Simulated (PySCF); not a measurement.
CH9AlO2Si2 (SMILES [CH3][Al]([O][SiH3])[O][SiH3]), singlet, at a GFN2-xTB geometry (such geometries of metal compounds can be far from the true shape); MP2/6-31G** run with PySCF.

PySCF was given this input:
```python
from pyscf import gto, scf, mp

mol = gto.Mole()
mol.atom = '''
    Al    0.328227    0.517411    0.468922
    C     1.168480    1.860372    1.665972
    H     1.792393    1.382469    2.420049
    H     0.413247    2.460184    2.173924
    H     1.792076    2.553553    1.101008
    O    -0.785728    0.988621   -0.698016
    Si   -1.870818    1.391488   -1.842135
    H    -3.197806    1.074849   -1.309426
    H    -1.564414    0.618294   -3.046731
    H    -1.713334    2.830477   -2.071669
    O     0.708594   -1.115714    0.587127
    Si    1.042573   -2.706457    0.660993
    H    -0.195330   -3.400072    1.022183
    H     2.068555   -2.865527    1.695794
    H     1.539281   -3.116498   -0.653854
'''
mol.basis = '6-31g**'
mol.charge = 0
mol.spin = 0
mol.verbose = 4
mol.build()

mf = scf.RHF(mol)
mf.kernel()

pt = mp.MP2(mf, frozen=18)
pt.kernel()
print('E(MP2) = %.10f' % pt.e_tot)
```

Q: What does PySCF print? Leave out banner, timings and long lists.

A: 
```
PySCF version 2.14.0

[INPUT] verbose = 4
[INPUT] num. atoms = 15
[INPUT] num. electrons = 72
[INPUT] charge = 0
[INPUT] spin (= nelec alpha-beta = 2S) = 0
[INPUT] symmetry False subgroup None
[INPUT] Mole.unit = angstrom
[INPUT] Symbol           X                Y                Z      unit          X                Y                Z       unit  Magmom
[INPUT]  1 Al     0.328227000000   0.517411000000   0.468922000000 AA    0.620259136688   0.977765083837   0.886134153783 Bohr   0.0
[INPUT]  2 C      1.168480000000   1.860372000000   1.665972000000 AA    2.208107182032   3.515593569809   3.148230811194 Bohr   0.0
[INPUT]  3 H      1.792393000000   1.382469000000   2.420049000000 AA    3.387131877588   2.612487785701   4.573229818028 Bohr   0.0
[INPUT]  4 H      0.413247000000   2.460184000000   2.173924000000 AA    0.780923651798   4.649073976037   4.108120975619 Bohr   0.0
[INPUT]  5 H      1.792076000000   2.553553000000   1.101008000000 AA    3.386532834406   4.825515814561   2.080603580955 Bohr   0.0
[INPUT]  6 O     -0.785728000000   0.988621000000  -0.698016000000 AA   -1.484810728402   1.868222930994  -1.319059070564 Bohr   0.0
[INPUT]  7 Si    -1.870818000000   1.391488000000  -1.842135000000 AA   -3.535333648907   2.629531225619  -3.481130634476 Bohr   0.0
[INPUT]  8 H     -3.197806000000   1.074849000000  -1.309426000000 AA   -6.042977539491   2.031170235263  -2.474456520385 Bohr   0.0
[INPUT]  9 H     -1.564414000000   0.618294000000  -3.046731000000 AA   -2.956314005435   1.168406324462  -5.757487165222 Bohr   0.0
[INPUT] 10 H     -1.713334000000   2.830477000000  -2.071669000000 AA   -3.237732019906   5.348826331881  -3.914887030752 Bohr   0.0
[INPUT] 11 O      0.708594000000  -1.115714000000   0.587127000000 AA    1.339048593510  -2.108393893343   1.109509230338 Bohr   0.0
[INPUT] 12 Si     1.042573000000  -2.706457000000   0.660993000000 AA    1.970177434866  -5.114462497912   1.249095740255 Bohr   0.0
[INPUT] 13 H     -0.195330000000  -3.400072000000   1.022183000000 AA   -0.369120203911  -6.425204883802   1.931645919186 Bohr   0.0
[INPUT] 14 H      2.068555000000  -2.865527000000   1.695794000000 AA    3.909002423600  -5.415061232547   3.204586223681 Bohr   0.0
[INPUT] 15 H      1.539281000000  -3.116498000000  -0.653854000000 AA    2.908819518747  -5.889327687755  -1.235604985451 Bohr   0.0

nuclear repulsion = 413.900130772263
number of shells = 69
number of NR pGTOs = 297
number of NR cGTOs = 141
basis = 6-31g**
ecp = {}

******** <class 'pyscf.scf.hf.RHF'> ********
method = RHF
initial guess = minao
damping factor = 0
level_shift factor = 0
DIIS = <class 'pyscf.scf.diis.CDIIS'>
diis_start_cycle = 1
diis_space = 8
diis_damp = 0
SCF conv_tol = 1e-09
SCF conv_tol_grad = None
SCF max_cycles = 50
direct_scf = True
direct_scf_tol = 1e-13
Set gradient conv threshold to 3.16228e-05
Initial guess from minao.
init E= -1012.78207019243
  HOMO = -0.35243202213181  LUMO = -0.0156746777191867  gap/eV = 9.16363
cycle= 1 E= -1012.61974507844  delta_E= 0.162  |g|= 0.828  |ddm|= 3.21
  HOMO = -0.346932232502155  LUMO = 0.121045953963498  gap/eV = 12.73434
cycle= 2 E= -1012.72596953408  delta_E= -0.106  |g|= 0.545  |ddm|= 0.962
  HOMO = -0.418822676037589  LUMO = 0.107451037512149  gap/eV = 14.32064
cycle= 3 E= -1012.78328998051  delta_E= -0.0573  |g|= 0.0634  |ddm|= 0.368
  HOMO = -0.419491245055388  LUMO = 0.110453728166522  gap/eV = 14.42054
cycle= 4 E= -1012.78511093999  delta_E= -0.00182  |g|= 0.00814  |ddm|= 0.119
  HOMO = -0.419408463632191  LUMO = 0.110975863501679  gap/eV = 14.43249
cycle= 5 E= -1012.78515651397  delta_E= -4.56e-05  |g|= 0.00238  |ddm|= 0.0191
  HOMO = -0.419707395075844  LUMO = 0.110790898191976  gap/eV = 14.43559
cycle= 6 E= -1012.78516062046  delta_E= -4.11e-06  |g|= 0.000676  |ddm|= 0.0056
  HOMO = -0.419773290191706  LUMO = 0.110811251623949  gap/eV = 14.43794
cycle= 7 E= -1012.78516096956  delta_E= -3.49e-07  |g|= 0.000152  |ddm|= 0.0017
  HOMO = -0.419748922033832  LUMO = 0.110815892735215  gap/eV = 14.43740
cycle= 8 E= -1012.78516098551  delta_E= -1.59e-08  |g|= 4.9e-05  |ddm|= 0.000371
  HOMO = -0.419756541050725  LUMO = 0.11081507300355  gap/eV = 14.43759
cycle= 9 E= -1012.78516098636  delta_E= -8.48e-10  |g|= 1.35e-05  |ddm|= 6.74e-05
  HOMO = -0.4197554461626  LUMO = 0.110815287838599  gap/eV = 14.43757
Extra cycle  E= -1012.78516098641  delta_E= -5.43e-11  |g|= 8.03e-06  |ddm|= 2.11e-05
converged SCF energy = -1012.78516098641

******** <class 'pyscf.mp.mp2.RMP2'> ********
nocc = 18, nmo = 123
frozen orbitals 18
E(RMP2) = -1013.53128711039  E_corr = -0.746126123974054
E(SCS-RMP2) = -1013.53565625748  E_corr = -0.750495271070396
E_corr(same-spin) = -0.167141628113618
E_corr(oppo-spin) = -0.578984495860437
E(MP2) = -1013.5312871104
```
